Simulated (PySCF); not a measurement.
Gas-phase reaction: 6 GeHCl + 3 Cl2 → 4 GeCl3 + Ge2H6

Energies from PySCF, thermal terms from the rigid-rotor harmonic-oscillator model, ideal gas at 1 bar. † marks an energy on the PBE0/def2-TZVP geometry and frequencies; other levels use their own. CCSD(T) freezes the core. 6-31G* has spherical d functions here. Open shells (unrestricted): GeCl3 (multiplicity 2); the rest are closed-shell singlets. B3LYP is the form with VWN-RPA correlation. Ge: all electrons, no relativistic terms. GeHCl, GeCl3: computed as isolated molecules; such fragments, hydroxides, amides, oligomers or adducts are transient or little studied in the gas. CCSD(T) isn't extrapolated to the basis-set limit. The harmonic model lacks anharmonicity and excited electronic states, which grow with temperature; levels with a mode under 35 cm⁻¹ are left out. Internal rotation in Ge2H6 is treated as a harmonic vibration of one conformer, which makes the entropy rough.

ΔH° and ΔS° at 298 K: B3LYP/6-31G* -1063 kJ, -604 J/K; B3LYP/def2-TZVP† -1036 kJ, -610 J/K; CCSD(T)/def2-SVP† -1190 kJ, -610 J/K; HF/6-31G* -1225 kJ, -627 J/K.

Q: With the heat capacities included, give log10 K (1 bar) at 500, 800, 1000, 1400, 2000 K from B3LYP/6-31G*, B3LYP/def2-TZVP†, CCSD(T)/def2-SVP†, HF/6-31G*.

A: 
```json
[
 {"T (K)": "500", "B3LYP/6-31G*": "79.7", "B3LYP/def2-TZVP†": "76.6", "CCSD(T)/def2-SVP†": "92.6", "HF/6-31G*": "95.4"},
 {"T (K)": "800", "B3LYP/6-31G*": "38.6", "B3LYP/def2-TZVP†": "36.5", "CCSD(T)/def2-SVP†": "46.5", "HF/6-31G*": "47.9"},
 {"T (K)": "1000", "B3LYP/6-31G*": "25.0", "B3LYP/def2-TZVP†": "23.3", "CCSD(T)/def2-SVP†": "31.3", "HF/6-31G*": "32.2"},
 {"T (K)": "1400", "B3LYP/6-31G*": "9.7", "B3LYP/def2-TZVP†": "8.4", "CCSD(T)/def2-SVP†": "14.1", "HF/6-31G*": "14.5"},
 {"T (K)": "2000", "B3LYP/6-31G*": "-1.5", "B3LYP/def2-TZVP†": "-2.5", "CCSD(T)/def2-SVP†": "1.5", "HF/6-31G*": "1.4"}
]
```
